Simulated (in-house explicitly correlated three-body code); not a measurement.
Values are calculated unless marked as measured or tabulated.
## Two electrons around a charge Z: errors of exchange and correlation functionals on the exact density

The exact non-relativistic ground state comes from a variational code in 260 exponentially correlated functions, the Kohn-Sham parts from inverting its density (past Z = 6 the correlation energy is taken as exact minus Hartree-Fock, equal to within microhartrees), and self-consistent runs (Hartree-Fock is restricted) from a B-spline radial code. Z may be fractional; the second electron is bound down to Z = 0.911.

Each entry is functional minus exact.

| Z | LDA PW92 x (mEh) | LDA PW92 c (mEh) | SCAN x (mEh) | SCAN c (mEh) | BLYP x (mEh) | BLYP c (mEh) |
| --- | --- | --- | --- | --- | --- | --- |
| 1.135 | +60.22 | -39.64 | -8.33 | +8.45 | -9.52 | +6.97 |
| 1.34 | ? | ? | ? | ? | ? | ? |
| 1.6 | +104.9 | -58.83 | -5.82 | +5.14 | -3.44 | +0.61 |
| 1.86 | +128.6 | -66.56 | -5.36 | +4.47 | -1.35 | -1.02 |
| 2.26 | +164.6 | -76.50 | -4.96 | +3.84 | +1.42 | -2.59 |
| 2.88 | +220.1 | -88.95 | -4.64 | +3.27 | +5.29 | -3.88 |
| 3.4 | +266.6 | -97.59 | -4.49 | +2.96 | +8.36 | -4.44 |
| 4 | +320.1 | -106.1 | -4.38 | +2.70 | +11.82 | -4.78 |
| 4.9 | ? | ? | ? | ? | ? | ? |
| 5.8 | +480.4 | -126.1 | -4.19 | +2.20 | +21.97 | -4.99 |

What belongs in the row Z = 4.9?

LDA PW92 x (mEh): +400.2; LDA PW92 c (mEh): -117.0; SCAN x (mEh): -4.27; SCAN c (mEh): +2.41; BLYP x (mEh): +16.92; BLYP c (mEh): -4.98.

What belongs in the row Z = 1.34?

LDA PW92 x (mEh): +80.59; LDA PW92 c (mEh): -49.42; SCAN x (mEh): -6.71; SCAN c (mEh): +6.34; BLYP x (mEh): -6.13; BLYP c (mEh): +3.24.

How do the exchange errors scale with Z?

LDA PW92 -12.69 % in the size of E_x at Z = 1.135 and -14.12 % at 5.8; SCAN +1.76 % in the size of E_x at Z = 1.135 and +0.12 % at 5.8; BLYP +2.00 % in the size of E_x at Z = 1.135 and -0.65 % at 5.8. Exchange scales linearly under uniform scaling of the density, so its relative error changes only with the density's shape.
